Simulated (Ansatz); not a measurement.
Input file for `BOCO[SiH3]`:

```yaml
crystal:
  periodic: [false, false, false]
  atoms:
    - {symbol: B, position_ang: [-0.993785, 1.105782, 1.714550]}
    - {symbol: O, position_ang: [-0.900286, 0.494141, 0.520058]}
    - {symbol: C, position_ang: [0.062809, 0.880153, -0.438056]}
    - {symbol: O, position_ang: [1.056957, -0.073892, -0.536063]}
    - {symbol: Si, position_ang: [0.769834, -1.656100, -0.936755]}
    - {symbol: H, position_ang: [-0.274582, 2.033887, 1.969321]}
    - {symbol: H, position_ang: [-1.816481, 0.687877, 2.473784]}
    - {symbol: H, position_ang: [-0.470102, 0.991998, -1.389635]}
    - {symbol: H, position_ang: [0.525477, 1.826600, -0.143329]}
    - {symbol: H, position_ang: [-0.224766, -1.713808, -2.042449]}
    - {symbol: H, position_ang: [0.265271, -2.436764, 0.219116]}
    - {symbol: H, position_ang: [2.076653, -2.195273, -1.376541]}
basis:
  gaussian: {orbitals: def2-TZVPP}
correlation: {method: ccsd_t}
output: {orbitals: {seedname: orbitals}}
```

```sh
$ ansatz run in.yaml --threads 4 --pin off --events-out ev --progress --plain
```

Log, shortened:

```
Functional definition: HF
1570 factors; integrals over basis functions are off by at most 9.5e-4 eV
mean field evaluation 1: about -13749.9978 eV, gradient 4.1e1 eV
mean field evaluation 2: about -13750.3102 eV, gradient 4.1e1 eV
mean field evaluation 4: about -13753.9739 eV, gradient 4.3e0 eV
mean field evaluation 8: about -13754.0359 eV, gradient 1.4e-1 eV
mean field -13754.03598986 eV, -505.4514998070 hartree, gradient 2.4e-6 eV, S^2 0.000000; 0 other end points of the search recorded, 0 dependent functions left out
9 core orbitals not correlated: weight in the atoms' cores, before any rotation towards them, 1.000 or more for the frozen orbitals, at most 0.000 for the correlated occupied ones
reference -13754.03598986 eV, -505.4514998070 hartree; 15, 15 occupied and 240, 240 virtual orbitals, 1570 factors
second order -23.59618480 eV of doubles, -0.00000000 eV of singles
cycle   1  -24.04186436 eV  change   -4.5e-1 eV  update   1.1e-1
cycle   2  -24.68527113 eV  change   -6.4e-1 eV  update   3.3e-2
cycle   3  -24.83666358 eV  change   -1.5e-1 eV  update   1.8e-2
cycle   4  -24.81771936 eV  change    1.9e-2 eV  update   4.6e-3
cycle   5  -24.81726414 eV  change    4.6e-4 eV  update   2.4e-3
cycle   6  -24.81849546 eV  change   -1.2e-3 eV  update   7.1e-4
cycle   7  -24.81812363 eV  change    3.7e-4 eV  update   2.9e-4
cycle   8  -24.81802818 eV  change    9.5e-5 eV  update   8.1e-5
cycle   9  -24.81807419 eV  change   -4.6e-5 eV  update   3.2e-5
cycle  10  -24.81808053 eV  change   -6.3e-6 eV  update   1.1e-5
perturbative correction -0.89460092 eV, -0.0328759776 hartree
Total energy: -13779.74867131 eV, -506.3964234216 hartree
```

Run time 4 min (4 threads of a server CPU on a shared host); peak host memory 6.6 GiB.

MP2 recovers 91.8 % of the CCSD(T) correlation energy and the triples give 3.5 %; T1 = 0.0133.
